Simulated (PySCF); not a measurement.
C2H7NOSi2, SMILES CC1=N[SiH2]O[SiH2]1.

Coordinates come from a r2SCAN-D4/def2-SVP optimisation. This is a generated structure with no PubChem entry under its InChIKey; it may be hypothetical.

The numbers are results of TDDFT-CAM-B3LYP/def2-SVPD (PySCF), not measurements.

Vertical excitations.  State labels are in the subgroup Cs.

```
state  symmetry  energy (eV)  λ (nm)      f                          main pairs
-----  --------  -----------  ------  -----  ----------------------------------
S1           A"         3.99     311  0.000                      HOMO→LUMO 98 %
S2           A'         6.14     202  0.016                    HOMO→LUMO+1 83 %
S3           A'         6.56     189  0.005                    HOMO→LUMO+2 79 %
S4           A'         7.00     177  0.115                    HOMO−1→LUMO 81 %
S5           A'         7.10     175  0.124  HOMO→LUMO+3 73 %, HOMO−1→LUMO 11 %
S6           A"         7.20     172  0.002                    HOMO−3→LUMO 94 %
S7           A"         7.34     169  0.000                  HOMO−1→LUMO+1 78 %
S8           A'         7.55     164  0.157                    HOMO−2→LUMO 84 %
S9           A'         7.67     162  0.138                    HOMO→LUMO+4 74 %
S10          A'         7.87     158  0.061                    HOMO→LUMO+5 74 %
T1           A"         3.35     371      0                      HOMO→LUMO 97 %
T2           A'         4.74     262      0  HOMO−2→LUMO 49 %, HOMO−1→LUMO 39 %
T3           A'         5.89     210      0                    HOMO→LUMO+1 93 %
T4           A'         6.36     195      0                    HOMO→LUMO+2 82 %
```
Triplets are in the Tamm–Dancoff approximation, which puts them higher than full response would, so one can lie above its singlet here.
